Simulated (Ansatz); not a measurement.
`O=C=[N][Ge]([F])([Cl])[Cl]` and `O=C=[N][GeH]([F])[Cl]` differ in one atom or group.

Ansatz, PBE0-D4/def2-TZVP geometries, multiplicity 1. Each molecule was computed in one conformer, which needn't be the lowest.

Scalar relativity is left out up to krypton.

```csv
property,`O=C=[N][Ge]([F])([Cl])[Cl]`
HOMO energy (B3LYP/def2-TZVPP) / eV,-9.23
size of the dipole moment (PBE/def2-TZVPP) / D,0.71
LUMO energy (B3LYP/def2-TZVPP) / eV,-2.13
LUMO energy (PBE0/def2-TZVPP) / eV,-1.81
LUMO energy (ωB97M-V/def2-TZVPP) / eV,0.35
HOMO–LUMO gap (ωB97M-V/def2-TZVPP) / eV,12.09
```

Give the same properties after the change, and the shifts. (Estimate.)

Ansatz gave: 
| property | `O=C=[N][GeH]([F])[Cl]` | shift |
| --- | --- | --- |
| HOMO energy (B3LYP/def2-TZVPP) / eV | -9.03 | 0.20 |
| size of the dipole moment (PBE/def2-TZVPP) / D | 2.06 | 1.35 |
| LUMO energy (B3LYP/def2-TZVPP) / eV | -1.30 | 0.83 |
| LUMO energy (PBE0/def2-TZVPP) / eV | -0.97 | 0.84 |
| LUMO energy (ωB97M-V/def2-TZVPP) / eV | 1.13 | 0.78 |
| HOMO–LUMO gap (ωB97M-V/def2-TZVPP) / eV | 12.66 | 0.57 |

With PBE0 the HOMO rises by 0.21 eV and the LUMO rises by 0.84 eV, so the gap widens by about 0.63 eV. PBE moves the HOMO by 0.20 eV and ωB97M-V by 0.20 eV. Dipoles are sizes alone; their direction can turn.

B3LYP here is the variant with VWN-RPA as its local correlation; programs differ in this.
